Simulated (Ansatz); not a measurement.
Basis sets compared for [CuH2]- (CuH2⁻). Total charge -1; singlet. Geometry r2SCAN-D4/def2-TZVPD. Ansatz on 4 threads of Arm Neoverse N1 on a shared host; times are rough, and most runs start from earlier orbitals.

Cartesian coordinates in Å:
```
Cu 0.0000 0.0000 0.0000
H 0.2838 -0.6964 1.3604
H -0.2838 0.6964 -1.3604
```

At HF/STO-3G, PBE-D4/def2-SVPD, PBE-D4/def2-TZVPD the highest occupied level of the charge -1 singlet lies above zero (up to 3.54 eV). In Hartree–Fock with STO-3G the lack of diffuse functions raises the level. By energy differences its removal costs 2.96 eV (vertical, to the charge 0 doublet, at LC-ωPBE (ω = 0.30 bohr⁻¹)/def2-TZVPD), and other spins of that charge weren't run.

```tsv
level	functions	energy (Eh)	HOMO (eV)	LUMO (eV)	wall time
HF/STO-3G	20	-1621.2880	3.54	10.29	0.15 s
PBE-D4/def2-SVPD	50	-1641.2344	0.99	4.03	0.55 s
PBE0-D4/def2-SVPD	50	-1641.2348	-0.42	4.58	0.5 s
```

Question: Estimate the rows for HF/def2-TZVPD, PBE-D4/def2-TZVPD, PBE0-D4/def2-TZVPD (with forces).

Answer: 
| level | functions | energy (Eh) | HOMO (eV) | LUMO (eV) | wall time |
| --- | --- | --- | --- | --- | --- |
| HF/def2-TZVPD | 66 | -1640.0547 | -3.56 | 5.82 | 0.25 s |
| PBE-D4/def2-TZVPD | 66 | -1641.4902 | 0.59 | 3.82 | 0.56 s |
| PBE0-D4/def2-TZVPD (with forces) | 66 | -1641.4801 | -0.62 | 4.34 | 2 s |
